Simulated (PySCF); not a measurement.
## Ionisation energy of Ca by level of theory

Ca [Ar] 4s2 (1S) → Ca⁺ [Ar] 4s1 (2S), as a difference of total energies. All numbers are calculated (PySCF 2.14, no relativity, point nucleus, in pcseg-2 (6s4p3d, 33 functions)). Correlated levels: valence: [Ar] frozen. The calculations carry no spin-orbit coupling.

```json
{"method": "UHF", "ionisation energy (eV)": "5.121", "difference from reference (eV)": "-0.992"}
{"method": "BP86", "ionisation energy (eV)": "6.181", "difference from reference (eV)": "+0.068"}
{"method": "LDA", "ionisation energy (eV)": "6.210", "difference from reference (eV)": "+0.097"}
{"method": "MP2 (valence)", "ionisation energy (eV)": "5.620", "difference from reference (eV)": "-0.493"}
{"method": "SCS-MP2 (valence)", "ionisation energy (eV)": "5.720", "difference from reference (eV)": "-0.393"}
{"method": "CCSD (valence)", "ionisation energy (eV)": "5.877", "difference from reference (eV)": "-0.236"}
```

Reference: 6.113 eV (measured; NIST Atomic Spectra Database, ionization energies).

These non-relativistic numbers lack the scalar-relativistic shift.

Errors of the correlated levels include the incompleteness of this basis and the frozen core.

With two correlated electrons CCSD is exact in that space.

The coupled-cluster amplitudes are large for Ca (T1 above 0.03 or a double amplitude above 0.15), so a single reference is strained.
